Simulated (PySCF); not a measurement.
Compound: C₂H₈O₃SSi₃.
Bonds: C1–C2, C2–S3 (double), C2–Si4, Si4–O5, O5–Si6, Si6–O7, O7–Si8, Si8–O9, Si4–O9. Hydrogens: H10, H11, H12 on C1; H13 on Si4; H14, H15 on Si6; H16, H17 on Si8.

Method used: PySCF 2.14.0, PBE0-D3(BJ)/def2-SVP geometry optimisation, gas phase.

Task: Give the optimised bond lengths and angles.

Result: 
```csv
bond,length (Å),order
C1–C2,1.488,single
C2=S3,1.630,double
C2–Si4,1.898,single
"Si4–O5, Si4–O9",1.657,single
"O5–Si6, Si8–O9",1.671,single
"Si6–O7, O7–Si8",1.662,single
"C1–H10, C1–H11, C1–H12",1.103,single
Si4–H13,1.483,single
"Si6–H14, Si8–H16",1.485,single
"Si6–H15, Si8–H17",1.485,single
```

Bonds in one row agree within 0.01 Å and their mean is given. Orders are formal, as drawn. A selection of angles:
```csv
angle,degrees
C1–C2–S3,124.0
C1–C2–Si4,122.4
S3–C2–Si4,113.6
C2–Si4–O5,107.6
O5–Si4–O9,108.3
Si4–O5–Si6,128.2
O5–Si6–O7,107.4
Si6–O7–Si8,132.4
```

Torsions: C1–C2–Si4–O5 122° (anticlinal); C2–Si4–O5–Si6 85° (synclinal); Si4–O5–Si6–O7 21° (synperiplanar); O5–Si6–O7–Si8 -10° (synperiplanar); Si6–O7–Si8–O9 10° (synperiplanar); O7–Si8–O9–Si4 -22° (synperiplanar); C2–Si4–O9–Si8 -85° (synclinal).

O5 (siloxane oxygen) is bent (angle 128.2°). Si6 (oxygen-bound silicon) is tetrahedral (angles from 107.4° to 111.3°). Of the pairs four or more bonds apart, S3···Si8 is among the closest relative to their van der Waals radii: 3.72 Å, 95 % of the sum of Bondi's values. Si4 (oxygen-bound silicon) is distorted tetrahedral (angles from 107.5° to 113.2°). The 6-membered ring Si4–O5–Si6–O7–Si8–O9 has internal angles of 107.3° to 132.4°; it is puckered, 0.11 Å rms from its mean plane, widest ring torsion 31°.

Point group: Cs (every atom within 0.08 Å of its image). Stationary, but not proved a minimum. One conformer, not necessarily the lowest.
